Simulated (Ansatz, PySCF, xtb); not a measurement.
Gas-phase reaction in SMILES: COC(F)(F)C(F)(F)C(F)(F)F [1,1,1,2,2,3,3-heptafluoro-3-methoxypropane] + 11 [H][H] (H2) → 4 C (CH4) + 7 F (HF) + O (H2O)
Each molecule is optimised on its own at B3LYP-D3(BJ)/def2-TZVP (Ansatz, a program for electronic structure), one conformer each, not searched for the lowest. Frequencies are from Ansatz or PySCF.

Property: energy of full hydrogenation (enthalpy at 298 K, with B3LYP-D3(BJ) rigid-rotor harmonic-oscillator terms), in eV. Correlated levels leave the core frozen unless marked. Spin-orbit coupling is left out. No relativistic terms. Basis-set limits of correlation are two-point, X^-3; Hartree-Fock from the larger set. The bracket is a focal-point correction in the basis named.

```json
[
 {"level": "GFN1-xTB", "program": "xtb", "energy of full hydrogenation (eV)": "-6.44", "minus last row": "1.21"},
 {"level": "BHLYP/def2-TZVPD", "program": "Ansatz", "energy of full hydrogenation (eV)": "-7.62", "minus last row": "0.03"},
 {"level": "wB97M-V/def2-TZVPD", "program": "Ansatz", "energy of full hydrogenation (eV)": "-6.95", "minus last row": "0.70"},
 {"level": "B2PLYP-D3(BJ)/def2-TZVPD", "program": "Ansatz + dftd3", "energy of full hydrogenation (eV)": "-7.20", "minus last row": "0.45"},
 {"level": "RI-MP2/aug-cc-pVQZ", "program": "Ansatz", "energy of full hydrogenation (eV)": "-7.99", "minus last row": "-0.34"},
 {"level": "SCS-MP2/6-31G*", "program": "Ansatz", "energy of full hydrogenation (eV)": "-3.52", "minus last row": "4.13"},
 {"level": "CCSD/6-31G*", "program": "Ansatz", "energy of full hydrogenation (eV)": "-3.47", "minus last row": "4.18"},
 {"level": "CCSD/aug-cc-pVDZ", "program": "Ansatz", "energy of full hydrogenation (eV)": "-8.29", "minus last row": "-0.64"},
 {"level": "RI-MP2/CBS(cc-pVTZ,cc-pVQZ)+[CCSD(T)-MP2]/cc-pVDZ", "program": "Ansatz", "energy of full hydrogenation (eV)": "-7.72", "minus last row": "-0.07"},
 {"level": "RI-MP2/CBS(cc-pVTZ,cc-pVQZ)+[CCSD(T)-MP2]/cc-pVTZ", "program": "Ansatz", "energy of full hydrogenation (eV)": "-7.65", "minus last row": "0.00"}
]
```
